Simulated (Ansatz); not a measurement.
`SB1CC1Cl` + H₂O → `OB1CC1Cl` + H₂S at 700 K and 1 bar (formal hydrolysis of a B–S bond).

Isolated molecules relaxed with PBE0-D4/def2-TZVP in Ansatz; ΔE leaves out vibrations. CCSD(T)/CBS is the MP2 limit (def2-TZVPP, def2-QZVPP) plus CCSD(T) − MP2 in def2-TZVPP, frozen cores. This one scheme is used for every species. Each species was taken in one conformer, which may not be the lowest.

| species | CCSD(T)/CBS energy (Eh) | H − E (kJ/mol) | S (J/(mol·K)) |
| --- | --- | --- | --- |
| `SB1CC1Cl` | -960.84036 | 219.4 | 432.0 |
| H₂O | -76.37941 | 80.5 | 218.4 |
| `OB1CC1Cl` | -638.25845 | 229.3 | 414.1 |
| H₂S | -398.97279 | 64.8 | 236.9 |

H − E and S are ideal-gas, rigid-rotor, harmonic terms from PBE0-D4/def2-TZVP, for one conformer and one mirror image of each species. 1 Eh = 2625.50 kJ/mol, R = 8.31446 J/(mol·K).

Problem. By hand: ΔE, ΔH, ΔS and ΔG.

Solution. ΔE = (-638.25845) + (-398.97279) − (-960.84036) − (-76.37941) = -0.01147 Eh = -30.1 kJ/mol. Δ(H − E) = 229.3 + 64.8 − 219.4 − 80.5 = -5.8, so ΔH = -35.9 kJ/mol. ΔS = 414.1 + 236.9 − 432.0 − 218.4 = 0.6 J/(mol·K). ΔG = -35.9 − 700 × (0.6)/1000 = -36.3 kJ/mol.

Problem. By hand: the equilibrium constant, and the temperature at which ΔG would vanish if ΔH and ΔS stayed fixed.

Solution. log₁₀ K = −ΔG/(RT ln 10) = 2.7. ΔH and −TΔS have one sign here, so there is no such temperature.

The number of gas molecules stays the same, so ΔS is small and ΔH decides. A doubt of 5 kJ/mol in ΔE shifts log₁₀ K by 0.4 here. Other conformers and mirror images would add mixing entropy, several J/(mol·K) or more a flexible species. These are equilibria of isolated gas molecules and say nothing of rates. Largest T1 diagnostic: 0.012 (customary marks: 0.02 for closed shells, 0.045 for open ones).

ΔS is within the doubt of such terms, so its sign, and with it that verdict, could turn.
